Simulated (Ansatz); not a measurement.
One change: `[CH3][SnH2][CH2][AlH2]` becomes `[CH3][SnH2][CH2]Cl`.

Ansatz, PBE0-D4/def2-TZVP geometries, multiplicity 1. Each molecule was computed in one conformer, which needn't be the lowest.

Elements past krypton have def2 core potentials.

```tsv
property	`[CH3][SnH2][CH2][AlH2]`
size of the dipole moment (PBE/def2-TZVPP) / D	1.78
size of the dipole moment (ωB97M-V/def2-TZVPP) / D	1.66
LUMO energy (PBE/def2-TZVPP) / eV	-1.92
HOMO–LUMO gap (PBE0/def2-TZVPP) / eV	6.42
HOMO energy (PBE0/def2-TZVPP) / eV	-7.58
HOMO–LUMO gap (B3LYP/def2-TZVPP) / eV	6.00
```

Q: Give the same properties after the change, and the shifts. (Best estimate.)

A: The calculation gave: 
| property | `[CH3][SnH2][CH2]Cl` | shift |
| --- | --- | --- |
| size of the dipole moment (PBE/def2-TZVPP) / D | 1.43 | -0.35 |
| size of the dipole moment (ωB97M-V/def2-TZVPP) / D | 1.57 | -0.09 |
| LUMO energy (PBE/def2-TZVPP) / eV | -0.85 | 1.07 |
| HOMO–LUMO gap (PBE0/def2-TZVPP) / eV | 7.53 | 1.11 |
| HOMO energy (PBE0/def2-TZVPP) / eV | -7.55 | 0.03 |
| HOMO–LUMO gap (B3LYP/def2-TZVPP) / eV | 7.05 | 1.05 |

Dipoles are sizes alone; their direction can turn.

B3LYP here is the variant with VWN-RPA as its local correlation; programs differ in this.
